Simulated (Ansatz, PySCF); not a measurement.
Spin states of HOPt (SMILES [OH][Pt]), each relaxed with B3LYP-D3(BJ)/def2-TZVP.
State 1 (charge 0, multiplicity 2):
```xyz
3

Pt    -0.93316    -0.64186    -0.81054
O      0.47324    -0.13832     0.32072
H      0.42675     0.82754     0.41950
```
State 2 (charge 0, multiplicity 4):
```xyz
3

Pt    -0.9971    -0.7228    -0.8700
O      0.4564    -0.0915     0.3145
H      0.5076     0.8616     0.4852
```

Singlets are restricted, other states unrestricted; no spin–orbit coupling, no relativity up to Kr; see below for the cores. The largest T1 diagnostic is 0.081.

Correlated levels freeze the inner cores; with def2 sets outer-core shells near the valence are correlated too.

Programs: Ansatz (a first-principles code); PySCF for the dispersion terms. Each number belongs to the level named beside it. In def2 rows elements past Kr take small-core potentials, without spin–orbit coupling.

PBE/def2-TZVPP gives 30.57 kcal/mol for the energy of the multiplicity-4 state less that of the multiplicity-2 state.

Q: How do the other levels lie against it? Give each less PBE: PBE-D3(BJ)/def2-TZVPP, r2SCAN/def2-TZVPP, B3LYP/def2-TZVPP, wB97M-V/def2-TZVPP, B2PLYP/def2-TZVPP, CCSD(T)/def2-SVP.

A: PBE-D3(BJ)/def2-TZVPP 0.00; r2SCAN/def2-TZVPP -3.45; B3LYP/def2-TZVPP -1.39; wB97M-V/def2-TZVPP -1.23; B2PLYP/def2-TZVPP 0.55; CCSD(T)/def2-SVP -0.91 kcal/mol. 2 of 6 lie above PBE; the widest gap is to r2SCAN/def2-TZVPP.

Doubts at one or more of the structures used: T1 above 0.05 (CCSD(T)/def2-SVP).
